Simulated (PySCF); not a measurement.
**Electron correlation in Ar⁺ (argon, charge +1)**

Starting occupation: [Ne] 3s2 3p5, 3p1/2 with m_j = -1/2, +1/2, 3p3/2 with m_j = -1/2, +1/2, +3/2. Computed with PySCF 2.14 in x2c-SVPall-2c (4s4p1d, 21 functions), with X2C-1e with screened-nucleus spin-orbit coupling, Gaussian nucleus. Frozen: [Ne]; 7 electrons correlated.

MP2 pair energies summed by pair of shells (mhartree):

| pair | energy | share (%) |
| --- | --- | --- |
| 3p-3p | -80.55 | 66.9 |
| 3p-3s | -32.95 | 27.4 |
| 3s-3s | -6.86 | 5.7 |

Total MP2 correlation energy: -120.36 mhartree.

The GHF reference relaxed away from the jj start to a determinant that is no pure jj level (⟨S²⟩ = 0.75, ⟨J²⟩ = 3.76); the energies belong to that determinant.
